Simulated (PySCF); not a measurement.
Rh³⁹⁺ (rhodium, charge +39): Hartree-Fock from Schrödinger to Dirac-Coulomb-Breit

Occupied: 1s1/2, 2s1/2, 2p1/2. Hartree-Fock calculated with PySCF 2.14 in an even-tempered Gaussian basis (16 s from 5.9 bohr⁻², ratio 2.7; 12 p from 7.1 bohr⁻², ratio 2.7), Gaussian nucleus throughout. NR is non-relativistic, sf-X2C the spin-free one-electron X2C Hamiltonian, X2C adds the bare one-electron spin-orbit term, X2C-SNSO screens it by Boettger's factors, DC is four-component Dirac-Coulomb, and the Gaunt and Breit terms are added at first order (total energies over the DC spinors, levels after relaxing the spinors in that mean field). QED terms are absent. Levels marked empty are virtual spinors of this ion.

| level (eV) | X2C | X2C-SNSO |
| --- | --- | --- |
| 1s1/2 | -26465.6 | -26466.3 |
| 2s1/2 | -6084.7 | -6084.9 |
| 2p1/2 | -5959.8 | -5954.4 |
| 2p3/2 (empty) | -5596.6 | -5599.0 |
| 3s1/2 (empty) | -2505.3 | -2505.3 |

Q: Where do the four-component calculations put these levels?

A: 1s1/2: DC -26479.8, DC+Gaunt -26437.6, DC+Breit -26438.9; 2s1/2: DC -6086.5, DC+Gaunt -6082.5, DC+Breit -6082.9; 2p1/2: DC -5955.6, DC+Gaunt -5947.2, DC+Breit -5948.3; 2p3/2 (empty): DC -5599.2, DC+Gaunt -5595.0, DC+Breit -5596.0; 3s1/2 (empty): DC -2505.7, DC+Gaunt -2504.6, DC+Breit -2504.7 (eV).

```csv
Hamiltonian,E (hartree),E − E(DC) (hartree),CPU seconds
X2C,-2979.0909,0.4262,0.16
X2C-SNSO,-2978.6875,0.8296,0.16
DC,-2979.5171,0.0000,5.5
DC+Gaunt,-2977.4231,2.0940,11
DC+Breit,-2977.5316,1.9855,32
```

Weight of the small component: 1s1/2 0.0272, 2s1/2 0.00623, 2p1/2 0.00620, 2p3/2 0.00591, 3s1/2 0.00253.

Koopmans' value for the highest occupied level at DC+Breit: 5948.3 eV, against an ionisation energy of 5940 ± 7 eV (semi-empirical (NIST evaluation); NIST Atomic Spectra Database, ionization energies); the former lacks relaxation, correlation, QED and recoil.

The whole ladder took 50 s of wall time on 1 thread of Neoverse-V1 (shared host), launched as `OMP_NUM_THREADS=1 python relrun2.py TASK.json OUT` (a driver that calls PySCF for each Hamiltonian).
